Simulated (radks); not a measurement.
Species: Si I. Configuration: [Ne] 3s2 3p1 3d1 (not the ground configuration). Calculated with a radial shooting solver on a logarithmic mesh with Libxc functionals: scalar-relativistic Kohn-Sham, r2SCAN, spin-polarised, spherical densities, finite nucleus; open shells are filled with parallel spins first; meta-GGA in the generalised Kohn-Sham scheme; Fermi nuclear charge, rms radius 3.1224 fm.

Radial electron density D(r) = 4 pi r^2 rho(r):

r (bohr)  D(r) (e/bohr)   spin D(r)
0.004767         0.4556  -0.0000346
0.005505         0.5944  -0.0000451
0.006307         0.7618  -0.0000575
0.007284         0.9871  -0.0000742
0.008412          1.274  -0.0000950
0.009715          1.636   -0.000121
0.01122           2.089   -0.000152
0.01296           2.650   -0.000189
0.01496           3.336   -0.000232
0.01728           4.165   -0.000279
0.0198            5.089   -0.000323
0.02287           6.222   -0.000364
0.02641           7.508   -0.000385
0.0305            8.925   -0.000366
0.03522           10.43   -0.000272
0.04068           11.94  -0.0000511
0.04698           13.37    0.000376
0.05426           14.59     0.00112
0.06216           15.42     0.00226
0.07179           15.84     0.00413
0.08291           15.71     0.00692
0.09575           15.01      0.0109
0.1106            13.84      0.0165
0.1277            12.40      0.0238
0.1475            11.00      0.0331
0.1703            9.988      0.0440
0.1951            9.645      0.0553
0.2254            10.05      0.0670
0.2603            11.13      0.0767
0.3006            12.56      0.0817
0.3471            13.81      0.0794
0.4009            14.37      0.0687
0.463             13.92      0.0501
0.5347            12.39      0.0273
0.6126            10.21     0.00798
0.7075            7.566    -0.00163
0.8171            5.107     0.00899
0.9436            3.235      0.0479
1.09              2.115       0.119
1.259             1.657       0.215
1.453             1.599       0.322
1.679             1.653       0.418
1.923             1.623       0.480
2.221             1.437       0.495
2.565             1.127       0.453
2.962            0.7847       0.373
3.421            0.4926       0.281
3.951            0.2928       0.202
4.563            0.1828       0.152
5.27             0.1332       0.125
6.037            0.1144       0.112
6.972            0.1046       0.104
8.052           0.09472      0.0947
9.3             0.08065      0.0807
10.74           0.06230      0.0623
12.4            0.04222      0.0422
14.32           0.02423      0.0242
16.54           0.01138      0.0114
18.95          0.004515     0.00452
21.89          0.001333     0.00133
25.28         0.0003033    0.000303

D(r) has 3 maxima, at r = 0.0747, 0.407, 1.75 bohr, and minima at 0.195, 1.40 bohr, inside which lie 2.20, 10.39 electrons.
